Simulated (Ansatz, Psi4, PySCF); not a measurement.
Dimer: C2H3N (SMILES CC#N) (first 6 atoms) with CH5N (SMILES CN); geometry from B3LYP-D3(BJ)/def2-TZVP, rigid monomers moved along the line of their centres of mass till H5···N8 is 4.28 Å.
(charge 0, multiplicity 1):
```xyz
13

C      0.1925     1.3018     0.1628
C     -0.6366     0.1087     0.1424
N     -1.2926    -0.8356     0.1621
H     -0.2892     2.1057    -0.3942
H      0.3242     1.6020     1.2047
H      1.1636     1.0938    -0.2870
C      1.0385    -0.7217     5.4882
N      0.0304     0.3208     5.2825
H      1.9613    -0.2668     5.8520
H      1.2575    -1.1982     4.5320
H      0.7466    -1.5095     6.1937
H     -0.2151     0.7600     6.1616
H     -0.8180    -0.0863     4.9055
```

| level | interaction energy (meV) | cost |
|---|---|---|
| HF/STO-3G (no counterpoise) | -25.8 | - |
| HF/aug-cc-pVDZ | -42.0 | - |
| PBE-D3(BJ)/def2-TZVPPD | -49.9 | ×1 |
| BP86/6-31G* (no counterpoise) | -36.9 | - |
| r2SCAN/def2-TZVPPD | -40.6 | ×2 |
| r2SCAN-D4/def2-TZVPPD | -47.1 | ×2 |
| B3LYP/3-21G (no counterpoise) | -36.1 | - |
| B3LYP/6-31G* | -36.0 | - |
| B3LYP/6-311+G** (no counterpoise) | -41.4 | - |
| B3LYP/def2-TZVPPD | -36.2 | ×1 |
| B3LYP-D4/def2-TZVPPD | -45.8 | ×1 |
| PBE0/def2-TZVPPD | -41.3 | ×1 |
| PBE0-D3(BJ)/def2-TZVPPD | -50.2 | ×1 |
| PBE0-D4/def2-TZVPPD | -49.7 | ×1 |
| M06-2X/6-31G* (no counterpoise) | -42.5 | - |
| MP2/aug-cc-pVDZ | -47.3 | - |
| SCS-MP2/aug-cc-pVDZ | -44.7 | - |
| CCSD/aug-cc-pVDZ | -45.2 | - |
| CCSD(T)/aug-cc-pVDZ | -46.1 | ×40 |
| SAPT0/jun-cc-pV(D+d)Z | -50.3 | - |

The rows run from -50.3 (SAPT0/jun-cc-pV(D+d)Z) to -25.8 meV (HF/STO-3G (no counterpoise)). In aug-cc-pVDZ the value moves HF -42.0, MP2 -47.3, CCSD -45.2, CCSD(T) -46.1, a shift of -4.1 from HF to CCSD(T). The dispersion term adds -6.5 in r2SCAN-D4, -9.6 in B3LYP-D4, -8.9 in PBE0-D3(BJ). The 3 functionals in def2-TZVPPD without D3 or D4 span 5.2, from PBE0 to B3LYP.

Interaction energies are E(AB) − E(A) − E(B) at the monomers' geometry in the complex; basis-set methods are counterpoise corrected. Rows marked so take none.

Frozen-core correlation. Rows in 3-21G, 6-311+G**, 6-31G*, STO-3G carry no dispersion term and start afresh at each structure (6-31G* with six Cartesian d functions).

The values were computed with Ansatz (a first-principles code); Psi4 for SAPT; PySCF for 3-21G rows, 6-311+G** rows, 6-31G* rows, STO-3G rows, the dispersion terms. 

Costs are rough ratios of core time to PBE/def2-TZVPPD (about 10 s over the structures, on one shared machine); a dash marks a level with no comparable run of its own.
